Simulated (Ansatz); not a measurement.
Geometry optimisation, UKS PBE/6-31G* (Ansatz 0.2.0).

input.yaml

```yaml
crystal:
  periodic: [false, false, false]
  atoms:
    - { symbol: B, position_ang: [0.0, 0.0, 0.0] }
    - { symbol: F, position_ang: [0.0, 0.0, 1.57] }
    - { symbol: Cl, position_ang: [1.6108, 0.0, -0.93] }
    - { symbol: "N", position_ang: [-1.3423, 0.0, -0.775] }
    - { symbol: H, position_ang: [-2.0112, -0.8164, -0.6764] }
    - { symbol: H, position_ang: [-1.5914, 0.8164, -1.4036] }
    - { symbol: Cl, position_ang: [0.0, 0.0, 3.37] }
magnetization:
  spin_polarized: true
  initial_magnetization: 1
basis:
  gaussian: { orbitals: "6-31G*" }
hamiltonian:
  xc: pbe
relax:
  f_tol: 0.15
  max_steps: 25
  restrain:
    - { distance: [1, 6], at: 2.7, k: 30.0 }
    - { distance: [0, 1], at: 1.32, k: 30.0 }
output:
  orbitals: {}
```

Launched with:

```bash
$ ansatz run input.yaml --threads 2 --pin off --max-ram 3072MiB --backend cpu --events-out ev --progress --plain --runs-dir out
```

Question: Where does it end, and by what steps?

Answer: It converged. The restraints hold the end off the free minimum; the threshold counts their pulls, which the force column leaves out. Restrained pairs: F2–Cl7 (1.80 → 2.70 Å), B1–F2 (1.57 → 1.34 Å). After 12 steps the energy has fallen by 3.442 eV (the restraints' own energy left out); F2 moved furthest, 1.00 Å. The start is strongly strained (largest force component 9 eV/Å), so its close contacts needn't be bonds.

```
step  energy less start (eV)  largest force component (eV/Å)  accepted
   0                  0.0000                           9.485       yes
   1                 -2.1855                           3.690       yes
   2                 -2.6408                           2.510       yes
   3                 -2.9430                           0.784       yes
   4                 -3.1992                           0.823       yes
   5                 -3.3504                           0.560       yes
   6                 -3.4072                           0.392       yes
   7                 -3.4267                           0.426       yes
   8                 -3.4318                           0.499       yes
   9                 -3.4395                           0.364        no
  10                 -3.4359                           0.478       yes
  11                 -3.4392                           0.488       yes
  12                 -3.4420                           0.482       yes
```

```xyz
7
Properties=species:S:1:pos:R:3
B 0.082 -0.136 -0.125
F 0.323 -0.773 1.027
Cl 1.472 0.451 -1.067
N -1.230 0.032 -0.586
H -2.033 -0.283 -0.044
H -1.457 0.503 -1.459
Cl -0.490 0.206 3.410
```

Run time: 47 s on 2 threads of Arm Neoverse V1, on a shared host, peak memory 0.19 GiB.
